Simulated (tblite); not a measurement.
Compound: C5H6ClNSi.
SMILES: `C[Si@]1(Cl)CC=C1C#N`

Method: GFN2-xTB as coded in tblite; computed harmonic values from a numerical Hessian at the method's own geometry, unscaled. This tight-binding method is rough: wavenumbers can miss measured ones by several per cent, in bad cases by 10 to 20.

Harmonic wavenumbers (cm⁻¹): 70.1, 93.5, 103.3, 106.9, 148.7, 181.2, 203.4, 309.9, 411.5, 460.2, 536.5, 546.8, 629.6, 697.5, 718.7, 794.9, 812.4, 824.1, 842.1, 997.2, 1048.3, 1132.4, 1198.2, 1201.0, 1367.3, 1448.7, 1463.5, 1465.9, 1616.3, 2343.6, 2979.2, 2998.7, 3044.9, 3046.1, 3054.3, 3090.2.

A = 1867, B = 1013, C = 916.6 MHz; mass 142.996 u (most abundant isotopes); point group C1, symmetry number 1.

Task: What is the zero-point energy?

Result: ½Σν̃ = 20994 cm⁻¹ = 251.14 kJ/mol.

Task: What is S at 298.15 K and 1 bar for an ideal gas of classical rigid rotors and harmonic oscillators?

Result: Translation 170.75, rotation 123.87, vibration 116.65: S = 411.3 J/(mol K).

Task: And Cp and H(298.15 K) − H(0)?

Result: Cp = 146.46 J/(mol K), of which vibrations give 113.20 (their classical limit is 36 R = 299.3); H(298.15 K) − H(0) = 28.15 kJ/mol without the zero-point energy, 18.23 from vibrations.

Task: How do the functions run with temperature in this model?

Result: 
```tsv
T (K)	S (J/(mol K))	Cp (J/(mol K))	H − H(0) (kJ/mol)	G − H(0) (kJ/mol)	ln q(vib)
100	293.0	80.6	5.53	-23.77	1.53
200	359.5	114.6	15.31	-56.59	4.19
300	412.2	147.0	28.42	-95.24	6.72
500	500.0	197.4	63.22	-186.77	11.42
800	603.6	242.9	129.91	-352.98	17.68
1000	660.0	262.6	180.55	-479.48	21.39
```

q(vib) and H(0) count from the zero-point level.

Task: Blend soft modes into free rotors: weight 1/[1 + (100 cm⁻¹/ν̃)⁴] for the oscillator and the rest for a rotor with moment μB/(μ + B), μ = h/(8π²ν), B = 10⁻⁴⁴ kg m². What vibrational entropy results?

Result: 109.68 J/(mol K) in place of 116.65, which changes −T·S at 298.15 K by +2.08 kJ/mol.

Task: Which modes carry the vibrational entropy at 298.15 K?

Result: 70.1 cm⁻¹: 17.37; 93.5 cm⁻¹: 15.00; 103.3 cm⁻¹: 14.19; 106.9 cm⁻¹: 13.91; 148.7 cm⁻¹: 11.25; 181.2 cm⁻¹: 9.69 J/(mol K); the other 30 give 35.24 together.

Task: What must be added to the electronic energy to get the Gibbs energy at 298.15 K and 1 bar?

Result: ZPE + [H(298.15 K) − H(0)] − T·S = 251.14 + 28.15 − 122.62 = 156.67 kJ/mol.

Hindered rotation and anharmonicity are outside this model. The structure is chiral; the term R ln 2 for an equal mix with its mirror image is left out.
